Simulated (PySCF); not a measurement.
# WCl₃, broken-symmetry Ms = 1/2: computed properties

Level of theory: UPBE0/[W def2-TZVP with ECP60, Cl def2-TZVP], scalar-relativistic core potentials, density fitting, no spin–orbit coupling, PySCF.

The structure is a minimum.

```json
{"Point group": "Cs", "Bond lengths": "W–Cl 2.228 Å, W–Cl 2.235 Å (×2)", "Bond angles": "Cl–W–Cl 116.3°, Cl–W–Cl 121.7° (×2)", "Rotational symmetry number": "1", "Highest occupied level (α)": "-6.32 eV", "Zero-point energy": "8.9 kJ/mol", "Enthalpy at 298.15 K above 0 K": "18.27 kJ/mol", "Atomisation energy without zero-point energy": "1240 kJ/mol", "Heat capacity Cp at 298.15 K": "75.9 J/(mol K)", "Entropy at 298.15 K and 1 bar (electronic part: spin only)": "365.0 J/(mol K)", "Principal polarisabilities": "59.2, 88.2, 91.0 bohr³", "Dipole moment": "0.33 D", "Rotational constants": "0.06682, 0.0623, 0.03229 cm⁻¹", "Spin squared ⟨S²⟩": "1.615", "Lowest empty level (α)": "-3.10 eV", "Principal quadrupole moments (Buckingham, traceless) about the centre of mass": "-0.47, 0.06, 0.41 D Å"}
```

Harmonic modes (masses in u: W 183.951, Cl 34.969):
| symmetry | ω (cm⁻¹) | IR (km/mol) | μ (u) |
| --- | --- | --- | --- |
| a'' | 77 | 2.0 | 39.48 |
| a' | 81 | 0.8 | 49.38 |
| a' | 98 | 0.1 | 38.74 |
| a' | 398 | 2.2 | 35.03 |
| a'' | 413 | 99.0 | 42.62 |
| a' | 429 | 82.0 | 43.53 |

Charges (e):
| atom | Mulliken | Löwdin | polar tensor | spin (Mulliken) | Mayer order to W1 |
| --- | --- | --- | --- | --- | --- |
| W1 | 0.83 | -0.31 | 1.50 | 0.97 | – |
| Cl2,3 | -0.28 | 0.10 | -0.50 | 0.03 | 1.20 |
| Cl4 | -0.27 | 0.11 | -0.51 | -0.03 | 1.21 |

Mulliken populations on W1 (electrons outside its core potential): s 2.68, p 6.29, d 4.13, f 0.07.

The determinant is spin-contaminated (⟨S²⟩ = 1.62, pure value 0.75). Other isomers or separated fragments may lie lower. With open d or f shells other occupations or spin states may lie lower. At this level a quartet minimum of D3h symmetry lies 61 kJ/mol below this structure. With an element this heavy the missing spin–orbit coupling can shift these numbers.

The final relaxation and frequency run took 2.5 min on 4 threads of a shared Arm Neoverse V2 host, with 151 basis functions and 18 gradients; the process peaked at 1.6 GiB. Launch command: `OMP_NUM_THREADS=4 python axn.py task.json out`.
